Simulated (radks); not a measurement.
Trend from Ni to Pt: ionisation energy by Delta-SCF between NIST ground configurations, and size. All-electron calculation, Dirac Kohn-Sham, PBE, spin-unpolarised, spherical densities, finite nucleus; open shells fill j = l - 1/2 first; Fermi nuclear charge, rms radius of each element as measured or else 0.836 A^(1/3) + 0.57 fm. Program: a radial shooting solver on a logarithmic mesh with Libxc functionals.

[
 {"species": "Ni", "configuration": "[Ar] 3d8 4s2", "configuration of the ion": "[Ar] 3d9", "IE (eV)": "6.421", "NIST (eV)": "7.640", "kind": "exp.", "-e(HOMO) (eV)": "5.641 (4s1/2)", "outermost": "4s1/2", "<r> outermost (bohr)": "2.81"},
 {"species": "Pd", "configuration": "[Kr] 4d10", "configuration of the ion": "[Kr] 4d9", "IE (eV)": "8.928", "NIST (eV)": "8.337", "kind": "exp.", "-e(HOMO) (eV)": "3.881 (4d5/2)", "outermost": "4d5/2", "<r> outermost (bohr)": "1.61"},
 {"species": "Pt", "configuration": "[Xe] 4f14 5d9 6s1", "configuration of the ion": "[Xe] 4f14 5d9", "IE (eV)": "9.187", "NIST (eV)": "8.959", "kind": "exp.", "-e(HOMO) (eV)": "5.603 (5d5/2)", "outermost": "6s1/2", "<r> outermost (bohr)": "2.94"}
]

Reference values: NIST Atomic Spectra Database (exp. = measured, semi-emp. = semi-empirical, theory = theoretical value adopted there). Spin polarisation and multiplet splitting are left out, so open shells lie too high by an amount that depends on their filling.

Beside tabulated values, note that spin-unpolarised runs miss the spin-polarisation part of the exchange energy of open shells.
